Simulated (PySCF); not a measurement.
H3O2, SMILES O[OH2+], charge +1.

Geometry optimised at B3LYP-D3(BJ)/def2-TZVP. The isomer is the one that the SMILES or the coordinates give; other isomers of the formula were not compared.

Two levels are set side by side: TDDFT-PBE/def2-TZVPD (PySCF) and TDDFT-ωB97X/def2-TZVPD (PySCF). Vertical, same geometry. The lowest singlet is HOMO→LUMO 100 % with PBE and HOMO→LUMO 97 % with the other functional; states are paired by order. Differences are taken from unrounded values.

```csv
quantity,TDDFT-ωB97X
lowest singlet excitation (eV),5.80
lowest triplet excitation (TDA) (eV),4.47
```

Question: What does TDDFT-PBE give, and how far is it from TDDFT-ωB97X? (Estimate from the structure and the level; the computed values follow.)

Answer: 
| quantity | TDDFT-PBE | TDDFT-PBE minus TDDFT-ωB97X |
|---|---|---|
| lowest singlet excitation (eV) | 5.58 | -0.22 |
| lowest triplet excitation (TDA) (eV) | 4.18 | -0.29 |

Functionals without exact exchange tend to place singlet excitations lower, as here. Differences between two approximate levels are no errors against the true value.

Rough cost on one machine, each run with all the roots and properties that it gave: TDDFT-ωB97X against TDDFT-PBE about 5 times.
